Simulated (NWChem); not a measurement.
System: C$_{2}$H$_{4}$O$_{3}$Si; SMILES O=C1OC([SiH3])O1

Here is an NWChem input.

```
start job
memory heap 200 mb stack 900 mb global 1100 mb
geometry units angstroms noautosym nocenter noautoz
  O      0.489769     2.522063     0.000000
  C      0.031207     1.438864     0.000000
  O     -0.320878     0.597640    -1.010624
  C     -0.703752    -0.341264     0.000000
  Si     0.343367    -1.948649     0.000000
  O     -0.320878     0.597640     1.010624
  H     -1.796594    -0.496770     0.000000
  H     -0.005130    -2.725288     1.222999
  H      1.777041    -1.549515     0.000000
  H     -0.005130    -2.725288    -1.222999
end
basis spherical
  * library def2-svp
end
dft
  xc b3lyp
  iterations 150
  mulliken
end
task dft energy
esp
  recalculate
  probe 0.07
  range 0.3
  factor 1.0
  spacing 0.02
end
task esp
```

NWChem printed, in part:

```
             Northwest Computational Chemistry Package (NWChem) 7.3.0
             --------------------------------------------------------

                             Geometry "geometry" -> ""
                             -------------------------

 Output coordinates in angstroms (scale by  1.889725989 to convert to a.u.)

  No.       Tag          Charge          X              Y              Z
 ---- ---------------- ---------- -------------- -------------- --------------
    1 O                    8.0000     0.48976900     2.52206300     0.00000000
    2 C                    6.0000     0.03120700     1.43886400     0.00000000
    3 O                    8.0000    -0.32087800     0.59764000    -1.01062400
    4 C                    6.0000    -0.70375200    -0.34126400     0.00000000
    5 Si                  14.0000     0.34336700    -1.94864900     0.00000000
    6 O                    8.0000    -0.32087800     0.59764000     1.01062400
    7 H                    1.0000    -1.79659400    -0.49677000     0.00000000
    8 H                    1.0000    -0.00513000    -2.72528800     1.22299900
    9 H                    1.0000     1.77704100    -1.54951500     0.00000000
   10 H                    1.0000    -0.00513000    -2.72528800    -1.22299900

 Effective nuclear repulsion energy (a.u.)     293.8035968411

                                 NWChem DFT Module
                                 -----------------

 Summary of "ao basis" -> "ao basis" (spherical)
 ------------------------------------------------------------------------------
       Tag                 Description            Shells   Functions and Types
 ---------------- ------------------------------  ------  ---------------------
 O                          def2-svp                 6       14   3s2p1d
 C                          def2-svp                 6       14   3s2p1d
 Si                         def2-svp                 8       18   4s3p1d
 H                          def2-svp                 3        5   2s1p

            General Information
            -------------------
          SCF calculation type: DFT
          Wavefunction type:  closed shell.
          No. of atoms     :    10
          No. of electrons :    54
           Alpha electrons :    27
            Beta electrons :    27
          Charge           :     0
          Spin multiplicity:     1
          Use of symmetry is: off; symmetry adaption is: off
          Maximum number of iterations: 150
          AO basis - number of functions:   108
                     number of shells:    50
          Convergence on energy requested:  1.00D-06
          Convergence on density requested:  1.00D-05
          Convergence on gradient requested:  5.00D-04

              XC Information
              --------------
                         B3LYP Method XC Potential
                     Hartree-Fock (Exact) Exchange  0.200
                        Slater Exchange Functional  0.800 local
                    Becke 1988 Exchange Functional  0.720 non-local
              Lee-Yang-Parr Correlation Functional  0.810
                  VWN I RPA Correlation Functional  0.190 local

             Grid Information
             ----------------
          Grid used for XC integration:  medium
          Radial quadrature: Mura-Knowles
          Angular quadrature: Lebedev.
          Tag              B.-S. Rad. Rad. Pts. Rad. Cut. Ang. Pts.
          ---              ---------- --------- --------- ---------
          O                   0.60       49          13.0       434
          C                   0.70       49          11.0       434
          Si                  1.10       88          10.0       590
          H                   0.35       45          11.0       434
          Grid pruning is: on
          Number of quadrature shells:   513
          Spatial weights used:  Erf1

      Superposition of Atomic Density Guess
      -------------------------------------

 Sum of atomic energies:        -590.05874304

      Non-variational initial energy
      ------------------------------

 Total energy =    -592.888123
 1-e energy   =   -1397.286526
 2-e energy   =     510.594806
 HOMO         =      -0.305371
 LUMO         =       0.086697

     ---------------------------------------------
      Total Density - Mulliken Population Analysis
     ---------------------------------------------

    Atom       Charge   Shell Charges
 -----------   ------   -------------------------------------------------------
    1 O    8     8.70   1.99  1.13  0.65  3.08  1.83  0.01
    2 C    6     4.86   1.99  0.83  0.12  1.39  0.37  0.15
    3 O    8     8.57   1.99  1.11  0.70  2.93  1.83  0.01
    4 C    6     5.60   1.99  0.93  0.27  1.60  0.73  0.07
    5 Si  14    13.56   2.00  1.99  1.02  0.28  5.94  1.15  1.07  0.12
    6 O    8     8.57   1.99  1.11  0.70  2.93  1.83  0.01
    7 H    1     0.93   0.70  0.21  0.02
    8 H    1     1.07   0.69  0.37  0.01
    9 H    1     1.07   0.70  0.37  0.01
   10 H    1     1.07   0.69  0.37  0.01

   convergence    iter        energy       DeltaE   RMS-Dens  Diis-err
 ---------------- ----- ----------------- --------- --------- ---------
 d= 0,ls=0.0,diis     1   -593.2526118046 -8.87D+02  1.87D-02  1.74D+00
 d= 0,ls=0.0,diis     2   -592.8422996961  4.10D-01  1.30D-02  6.38D+00
 d= 0,ls=0.0,diis     3   -593.4343978098 -5.92D-01  3.24D-03  2.09D-01
 d= 0,ls=0.0,diis     4   -593.4496645527 -1.53D-02  1.14D-03  5.76D-02
 d= 0,ls=0.0,diis     5   -593.4547961337 -5.13D-03  2.89D-04  2.35D-03
  Resetting Diis
 d= 0,ls=0.0,diis     6   -593.4550112298 -2.15D-04  6.12D-05  4.52D-05
 d= 0,ls=0.0,diis     7   -593.4550164311 -5.20D-06  3.14D-05  3.44D-06
 d= 0,ls=0.0,diis     8   -593.4550160123  4.19D-07  1.75D-05  7.65D-06
 d= 0,ls=0.0,diis     9   -593.4550168702 -8.58D-07  3.58D-06  4.12D-07

         Total DFT energy =     -593.455016870238
      One electron energy =    -1399.341135327654
           Coulomb energy =      571.126965537689
    Exchange-Corr. energy =      -59.044443921379
 Nuclear repulsion energy =      293.803596841106

 Numeric. integr. density =       53.999992194894

                       DFT Final Molecular Orbital Analysis
                       ------------------------------------

 Vector   25  Occ=2.000000D+00  E=-3.639902D-01
              MO Center= -2.6D-01,  3.0D-02,  4.5D-09, r^2= 3.2D+00
   Bfn.  Coefficient  Atom+Function         Bfn.  Coefficient  Atom+Function
  ----- ------------  ---------------      ----- ------------  ---------------
    32      0.390057   3 O  px               78     -0.390057   6 O  px
    35      0.286453   3 O  px               81     -0.286453   6 O  px
    33     -0.171584   3 O  py               79      0.171584   6 O  py
    94      0.147775   8 H  s               104     -0.147775  10 H  s
    36     -0.136621   3 O  py               82      0.136621   6 O  py

 Vector   26  Occ=2.000000D+00  E=-3.256749D-01
              MO Center=  2.8D-01,  2.0D+00, -1.6D-09, r^2= 1.9D+00
   Bfn.  Coefficient  Atom+Function         Bfn.  Coefficient  Atom+Function
  ----- ------------  ---------------      ----- ------------  ---------------
     6      0.568355   1 O  pz                9      0.364389   1 O  pz
    34      0.186804   3 O  pz               80      0.186804   6 O  pz
    23      0.166357   2 C  pz               37      0.143139   3 O  pz
    83      0.143139   6 O  pz               31      0.129312   3 O  s
    77     -0.129312   6 O  s                33      0.127780   3 O  py

 Vector   27  Occ=2.000000D+00  E=-3.051644D-01
              MO Center= -1.5D-01,  5.3D-01, -7.0D-09, r^2= 3.8D+00
   Bfn.  Coefficient  Atom+Function         Bfn.  Coefficient  Atom+Function
  ----- ------------  ---------------      ----- ------------  ---------------
     4      0.332017   1 O  px               32     -0.259968   3 O  px
    78     -0.259968   6 O  px                7      0.246511   1 O  px
    46      0.218034   4 C  px               89     -0.211008   7 H  s
    35     -0.191447   3 O  px               81     -0.191447   6 O  px
    65      0.176214   5 Si py               47     -0.166513   4 C  py

 Vector   28  Occ=0.000000D+00  E= 6.527448D-03
              MO Center=  3.3D-01, -2.0D+00,  1.4D-08, r^2= 4.2D+00
   Bfn.  Coefficient  Atom+Function         Bfn.  Coefficient  Atom+Function
  ----- ------------  ---------------      ----- ------------  ---------------
    45      1.313928   4 C  s                68     -1.101770   5 Si py
    67      0.809219   5 Si px               90     -0.440718   7 H  s
    50     -0.406987   4 C  py              100     -0.393320   9 H  s
    95     -0.322429   8 H  s               105     -0.322429  10 H  s
    17     -0.219509   2 C  s                44      0.180116   4 C  s

 Vector   29  Occ=0.000000D+00  E= 1.128491D-02
              MO Center= -9.9D-02, -1.1D+00, -1.2D-08, r^2= 3.8D+00
   Bfn.  Coefficient  Atom+Function         Bfn.  Coefficient  Atom+Function
  ----- ------------  ---------------      ----- ------------  ---------------
    69      0.889670   5 Si pz               95     -0.692651   8 H  s
   105      0.692651  10 H  s                51      0.482999   4 C  pz
    31      0.376748   3 O  s                77     -0.376747   6 O  s
    48      0.294500   4 C  pz               66      0.180501   5 Si pz
    36     -0.168640   3 O  py               82      0.168640   6 O  py

 Vector   30  Occ=0.000000D+00  E= 2.047564D-02
              MO Center= -4.2D-02,  3.4D-01,  1.5D-10, r^2= 5.2D+00
   Bfn.  Coefficient  Atom+Function         Bfn.  Coefficient  Atom+Function
  ----- ------------  ---------------      ----- ------------  ---------------
   100      0.669778   9 H  s                67     -0.599093   5 Si px
    68     -0.569302   5 Si py               18      0.446286   2 C  px
    90     -0.424141   7 H  s                21      0.395665   2 C  px
    95     -0.370548   8 H  s               105     -0.370548  10 H  s
     7     -0.322255   1 O  px                4     -0.291057   1 O  px

     ---------------------------------------------
      Total Density - Mulliken Population Analysis
     ---------------------------------------------

    Atom       Charge   Shell Charges
 -----------   ------   -------------------------------------------------------
    1 O    8     8.15   1.99  1.11  0.60  2.85  1.57  0.02
    2 C    6     5.71   1.99  0.92  0.08  1.99  0.54  0.18
    3 O    8     8.29   1.99  1.11  0.70  2.87  1.61  0.02
    4 C    6     5.88   1.99  0.96  0.18  2.01  0.66  0.08
    5 Si  14    13.55   2.00  1.98  1.07  0.19  5.93  1.33  0.89  0.16
    6 O    8     8.29   1.99  1.11  0.70  2.87  1.61  0.02
    7 H    1     0.94   0.75  0.17  0.02
    8 H    1     1.07   0.74  0.32  0.01
    9 H    1     1.07   0.74  0.32  0.01
   10 H    1     1.07   0.74  0.32  0.01

     -------------------------------------------
      Total Density - Lowdin Population Analysis
     -------------------------------------------

    Atom       Charge   Shell Charges
 -----------   ------   -------------------------------------------------------
    1 O    8     8.12   1.97  0.92  0.63  2.70  1.85  0.04
    2 C    6     5.93   1.96  0.58  0.26  1.78  0.96  0.39
    3 O    8     8.11   1.97  0.94  0.60  2.72  1.85  0.03
    4 C    6     5.97   1.96  0.63  0.33  1.82  1.05  0.17
    5 Si  14    13.54   2.00  1.93  0.68  0.34  5.82  1.34  1.18  0.25
    6 O    8     8.11   1.97  0.94  0.60  2.72  1.85  0.03
    7 H    1     0.98   0.65  0.26  0.07
    8 H    1     1.08   0.64  0.42  0.02
    9 H    1     1.08   0.64  0.41  0.02
   10 H    1     1.08   0.64  0.42  0.02

     Multipole analysis of the density
     ---------------------------------

     L   x y z        total         alpha         beta         nuclear
     -   - - -        -----         -----         ----         -------
     0   0 0 0      0.000000    -27.000000    -27.000000     54.000000

     1   1 0 0     -0.487461      0.203984      0.203984     -0.895430
     1   0 1 0     -1.471352     -2.196809     -2.196809      2.922267
     1   0 0 1      0.000000      0.000000      0.000000      0.000000

     2   2 0 0    -29.362264    -40.714417    -40.714417     52.066571
     2   1 1 0     -1.364570      4.096871      4.096871     -9.558311
     2   1 0 1     -0.000000     -0.000000     -0.000000      0.000000
     2   0 2 0    -34.882684   -268.103922   -268.103922    501.325160
     2   0 1 1     -0.000000     -0.000000     -0.000000      0.000000
     2   0 0 2    -33.627226    -51.333712    -51.333712     69.040197

                     NWChem Electrostatic Potential Fit Module
                     -----------------------------------------

 Atom parameters

 Number of atoms is                                   10
 Number of basis functions is                        108

 Grid parameters

 Maximum number of grid points is                  42185
 Number of grid points is                          42184
 Grid range                                     0.300000 nm
 Grid spacing                                   0.020000 nm
 Probe radius                                   0.070000 nm
 Atom radius factor                             1.000000

 Atomic radii

    1    0.100000
    6    0.147000
    8    0.136000
   14    0.187000
 FASTESP  F
  using M.O. file = ./job.movecs

    Atom              Coordinates                           Charge

                                                  ESP

    1 O     0.048977    0.252206    0.000000   -0.521654
    2 C     0.003121    0.143886    0.000000    0.940490
    3 O    -0.032088    0.059764   -0.101062   -0.510288
    4 C    -0.070375   -0.034126    0.000000    0.519531
    5 Si    0.034337   -0.194865    0.000000    0.283473
    6 O    -0.032088    0.059764    0.101062   -0.509522
    7 H    -0.179659   -0.049677    0.000000   -0.000139
    8 H    -0.000513   -0.272529    0.122300   -0.075529
    9 H     0.177704   -0.154952    0.000000   -0.052107
   10 H    -0.000513   -0.272529   -0.122300   -0.074256
                                            ------------
                                               -0.000000

 Dipole moment                                  1.611493

 Quadrupole moment Qxx                          6.676762
                   Qyy                         -1.251636
                   Qzz                         -5.425125

 RMS deviation kJ/mol                           0.055451

 RRMS %                                        20.447252
```

Level: B3LYP/def2-SVP. Structure relaxed at the PBE0/def2-SVP level. B3LYP is NWChem's, with the RPA form of VWN correlation.
